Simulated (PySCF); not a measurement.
# KGe: one state, many levels of theory

State: ⁴Σ⁻ (quartet), unpaired electrons σ ↑, π ↑↑. Set-up: K pcseg-1, Ge pcseg-1; no relativity (PySCF 2.14). De refers to K + Ge in their high-spin ground configurations, without counterpoise correction. The functionals are run spin-unrestricted. A positive dipole means K(−)Ge(+).

```json
{"Level": "UHF", "Re (Å)": "3.168", "ωe (cm⁻¹)": "159", "De (eV)": "1.14", "μ (D)": "-11.09", "CPU s a point (SCF and correlation, without the integrals)": "0.15"}
{"Level": "UHF-MP2", "Re (Å)": "3.125", "ωe (cm⁻¹)": "161", "De (eV)": "1.47", "μ (D)": "n/a", "CPU s a point (SCF and correlation, without the integrals)": "0.24"}
{"Level": "UHF-SCS-MP2", "Re (Å)": "3.132", "ωe (cm⁻¹)": "160", "De (eV)": "1.35", "μ (D)": "n/a", "CPU s a point (SCF and correlation, without the integrals)": "n/a"}
{"Level": "UHF-CCSD", "Re (Å)": "3.137", "ωe (cm⁻¹)": "159", "De (eV)": "1.42", "μ (D)": "n/a", "CPU s a point (SCF and correlation, without the integrals)": "n/a"}
{"Level": "UHF-CCSD(T)", "Re (Å)": "3.135", "ωe (cm⁻¹)": "159", "De (eV)": "1.43", "μ (D)": "n/a", "CPU s a point (SCF and correlation, without the integrals)": "3.4"}
{"Level": "PBE", "Re (Å)": "3.070", "ωe (cm⁻¹)": "156", "De (eV)": "1.54", "μ (D)": "-8.34", "CPU s a point (SCF and correlation, without the integrals)": "0.47"}
{"Level": "BP86", "Re (Å)": "3.070", "ωe (cm⁻¹)": "156", "De (eV)": "1.51", "μ (D)": "-8.55", "CPU s a point (SCF and correlation, without the integrals)": "0.36"}
{"Level": "r²SCAN", "Re (Å)": "3.066", "ωe (cm⁻¹)": "163", "De (eV)": "1.74", "μ (D)": "-9.58", "CPU s a point (SCF and correlation, without the integrals)": "0.62"}
{"Level": "M06-L", "Re (Å)": "3.056", "ωe (cm⁻¹)": "170", "De (eV)": "1.77", "μ (D)": "-10.32", "CPU s a point (SCF and correlation, without the integrals)": "0.7"}
{"Level": "PBE0", "Re (Å)": "3.063", "ωe (cm⁻¹)": "162", "De (eV)": "1.55", "μ (D)": "-9.27", "CPU s a point (SCF and correlation, without the integrals)": "1"}
{"Level": "MN15", "Re (Å)": "3.053", "ωe (cm⁻¹)": "165", "De (eV)": "1.60", "μ (D)": "-9.56", "CPU s a point (SCF and correlation, without the integrals)": "0.79"}
```

Task: Which functional lies closest to UHF-CCSD(T) in De, which farthest, and by how much do they differ from it?

Result: Closest is BP86 (-6.5 pm in Re, -1.9 % in ωe, +0.08 eV in De against UHF-CCSD(T) in the same basis), farthest M06-L (-7.9 pm in Re, +6.9 % in ωe, +0.34 eV in De). CCSD(T) converges more slowly with the basis than the functionals do and binds too weakly in this one, so the order can change at the basis-set limit.

Task: What does a quarter of exact exchange do here, going from PBE to PBE0?

Result: PBE0 less PBE: -0.7 pm in Re, +3.8 % in ωe, +0.01 eV in De. Exact exchange removes part of the self-interaction that spreads semilocal densities, and in most molecules shortens and stiffens the bond and lowers De; so it does here.

Task: What does the step from GGA to meta-GGA do here, going from PBE to r²SCAN?

Result: r²SCAN less PBE: -0.4 pm in Re, +4.5 % in ωe, +0.20 eV in De. 

Correlated steps freeze 14 core orbitals. Correlated levels converge slowly with the basis: in double zeta they bind strong bonds too weakly, by up to about 1 eV, and carry superposition errors of some tenths. Spin–orbit coupling is left out. The state is the lowest determinant that a PBE0 search found; another state may lie lower at other levels.

The whole job (state search and all levels along the bond) took about 2 min on 1 thread of Oxide Virtual Turin-like (shared host), peak memory 0.58 GiB.
